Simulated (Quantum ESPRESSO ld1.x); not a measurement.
The numbers below are computed, except where a source is named.
Problem. Ag42+, configuration [He] 2s2 2p1. Level of theory: scalar-relativistic Kohn-Sham, LDA (Slater exchange, Perdew-Zunger correlation), spin-unpolarised, spherical densities, point nucleus (ld1.x of Quantum ESPRESSO 7.5). Some entries of the table are withheld. Estimate them.

orbital,occ.,eigenvalue (eV),r(max) (bohr),<1/r> (bohr^-1)
1s,2,-28994.1,(1),(2)
2s,2,-6815.98,0.111,11.94
2p,1,-6543.84,0.087,11.50

Solution. 
(1) 1s r(max) (bohr): 0.020
(2) 1s <1/r> (bohr^-1): 49.52
